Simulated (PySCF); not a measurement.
# Relaxation of doublet MoF₃

These are results of PySCF, UPBE0, basis Mo def2-TZVP with ECP28, F def2-TZVP (scalar-relativistic core potentials, no spin–orbit coupling, density fitting), not measurements. A (50,194) grid was used.

A start at or just off a symmetric point, pushed along the force that breaks its symmetry, of C2v symmetry, free to break it:

```xyz
4
charge 0 multiplicity 2, angstrom
Mo    0.0340    0.0000    0.0000
F     1.7540    0.0000    0.0000
F    -0.9645    1.5808    0.0000
F    -0.9645   -1.5808    0.0000
```

Optimiser trace:
| step | E − E(last) (kJ/mol) | largest gradient (Eh/bohr) |
| --- | --- | --- |
| 0 | 19.07 | 0.07057 |
| 1 | 3.48 | 0.00681 |
| 2 | 1.75 | 0.00736 |
| 3 | 0.27 | 0.00244 |
| 4 | 0.32 | 0.00427 |
| 5 | 0.02 | 0.00072 |
| 6 | 0.00 | 0.00008 |
| 7 | 0.00 | 0.00001 |

It ends at C2v with Mo–F 1.801 Å, Mo–F 1.824 Å (×2); F–Mo–F 105.7°, F–Mo–F 127.1° (×2) (after a last refinement on a finer grid). A frequency run shows a minimum.

Final geometry:
Coordinates in bohr (charge 0 multiplicity 2):
```
Mo    0.0887    0.0000    0.0000
F     3.4929    0.0000    0.0012
F    -1.9927    2.7476   -0.0007
F    -1.9927   -2.7476   -0.0007
```

Other spin states or occupations of the open shell can lie lower. At this level a quartet minimum of D3h symmetry lies 103 kJ/mol below this structure.

The relaxation took 77 s on 4 threads of a shared Arm Neoverse V1 host, with 133 basis functions and 9 gradients; the process peaked at 0.86 GiB. Launch command: `OMP_NUM_THREADS=4 python axn.py task.json out`.
